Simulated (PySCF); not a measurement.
Cu₂F⁺: fields on a plane

All numbers come from PySCF, PBE0, basis F def2-TZVP, Cu def2-TZVP (no relativity, density fitting).

The singlet minimum has F–Cu 1.875 Å (×2); Cu–F–Cu 180.0°.

The plane holds F1 at (0.00, 0.00), Cu2 at (1.87, 0.00), Cu3 at (-1.87, 0.00) Å. Columns run from x = -3.75 to 4.05 Å, rows from y = 2.25 (top) to -1.95 Å, in steps of 0.3 Å. Other isomers or separated fragments may lie lower.

Question: Give the electron density (e/Å³) (cut at 5 e/Å³). Every second row and column.

Answer: 
```
0.00 0.00 0.00 0.00 0.00 0.00 0.00 0.00 0.00 0.00 0.00 0.00 0.00 0.00
0.00 0.00 0.01 0.02 0.01 0.01 0.01 0.01 0.01 0.02 0.01 0.00 0.00 0.00
0.00 0.01 0.07 0.21 0.12 0.08 0.17 0.12 0.07 0.19 0.14 0.03 0.00 0.00
0.00 0.03 0.73 5.00 1.72 0.52 4.10 1.66 0.42 5.00 4.13 0.14 0.01 0.00
0.00 0.04 1.68 5.00 5.00 0.91 5.00 3.99 0.71 5.00 5.00 0.23 0.01 0.00
0.00 0.02 0.23 1.17 0.42 0.22 0.80 0.46 0.18 0.95 0.67 0.07 0.01 0.00
0.00 0.01 0.03 0.05 0.04 0.03 0.04 0.03 0.03 0.05 0.04 0.01 0.00 0.00
0.00 0.00 0.00 0.01 0.00 0.00 0.00 0.00 0.00 0.01 0.00 0.00 0.00 0.00
```

Question: Give the electrostatic potential (V) (cut at 20 V). Lower edges of the bins (V): '_' 3.710, '.' 3.806, ':' 3.959, '-' 4.201, '=' 4.584, '+' 5.191, '*' 6.153, '#' 7.679, '%' 10.096, '@' 13.928; top 20.0, each point printed twice.

Answer: 
```
..::----========----::::....::::----========----::..__
----====++++++++====--::....::--====++++++++====----::
====++++********++==--::....::--==++********++++====--
==++******######**++==::____::==++**######******++==--
++****####%%%%%%##**++--::::--++**##%%%%%%####****++==
++**##%%@@@@@@@@@@%%****####****%%@@@@@@@@@@%%##**++==
****##%%@@@@@@@@@@@@%%@@@@@@@@%%@@@@@@@@@@@@%%##****++
**##%%@@@@@@@@@@@@@@%%@@@@@@@@%%@@@@@@@@@@@@@@%%##**++
**##%%@@@@@@@@@@@@@@%%@@@@@@@@%%@@@@@@@@@@@@@@%%##**++
****##%%@@@@@@@@@@@@%%@@@@@@@@%%@@@@@@@@@@@@%%##****++
++**##%%@@@@@@@@@@%%****####****%%@@@@@@@@@@%%##**++==
++****####%%%%%%##**++--::::--++**##%%%%%%####****++==
==++******######**++==::____::==++**######******++==--
====++++********++==--::....::--==++********++++====--
----====++++++++====--::....::--====++++++++====----::
```
